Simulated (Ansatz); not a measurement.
Isolated molecules relaxed with PBE0-D4/def2-TZVP in Ansatz; ΔE leaves out vibrations. CCSD(T)/CBS adds triple-zeta CCSD(T) − MP2 to the extrapolated MP2 energy (def2 sets, frozen cores). DFT in def2-TZVPP. One conformer a species, not always the lowest.

`C[SiH](Cl)CF` + `O[SiH2]S` → `C[SiH](Cl)[SiH2]O` + `FCS`  (formal exchange of groups at the Si–C bond)

`C[SiH](Cl)CF`:

Z-matrix (Å, degrees):
```
C
Si 1 1.854
H 1 1.093 2 109.5
H 1 1.092 2 111.0 3 -119.7
H 1 1.092 2 110.9 3 119.7
Cl 2 2.064 1 110.4 3 -176.0
C 2 1.889 1 111.5 3 -59.1
H 2 1.483 1 111.7 3 64.4
F 7 1.394 2 109.0 1 58.1
H 7 1.094 2 111.8 1 178.0
H 7 1.095 2 111.3 1 -61.3
```

`O[SiH2]S`:

Z-matrix (Å, degrees):
```
Si
S 1 2.133
O 1 1.642 2 113.5
H 1 1.478 2 111.7 3 117.8
H 1 1.484 2 102.9 3 -122.0
H 2 1.344 1 94.6 3 -65.2
H 3 0.959 1 117.2 2 -51.2
```

`C[SiH](Cl)[SiH2]O`:

```xyz
12

C    -0.570   -1.708    0.705
Si    0.234   -0.658   -0.608
Cl    2.298   -0.700   -0.306
Si   -0.256    1.634   -0.470
O     0.597    2.265    0.797
H    -0.189   -2.731    0.669
H    -0.378   -1.300    1.700
H    -1.651   -1.736    0.548
H    -0.006   -1.237   -1.957
H     0.096    2.289   -1.762
H    -1.689    1.896   -0.180
H     1.513    1.986    0.864
```

`FCS`:

Z-matrix (Å, degrees):
```
C
S 1 1.789
F 1 1.375 2 113.1
H 1 1.090 2 110.8 3 121.5
H 1 1.092 2 106.3 3 -118.9
H 2 1.342 1 96.6 3 -76.4
```

```tsv
level	ΔE (kJ/mol)
PBE-D4	90.8
PBE0-D4	97.2
r2SCAN	104.5
SCS-MP2/def2-TZVPP	111.9
CCSD/def2-TZVPP	108.8
SCS-MP2/def2-QZVPP	112.6
HF/CBS(def2)	115.8
MP2/CBS(def2)	114.8
```

Problem. What does CCSD(T)/CBS give? (Best estimate.)

Solution. The calculation gave: +107.5 kJ/mol. The listed levels differ from it by -16.7, -10.3, -3.0, 4.4, 1.3, 5.1, 8.3, 7.3 kJ/mol.

Largest T1 diagnostic among the species: 0.011.

From PBE to PBE0 (25 % exact exchange), in def2-TZVPP and without D4, ΔE moves by +6.5 kJ/mol.
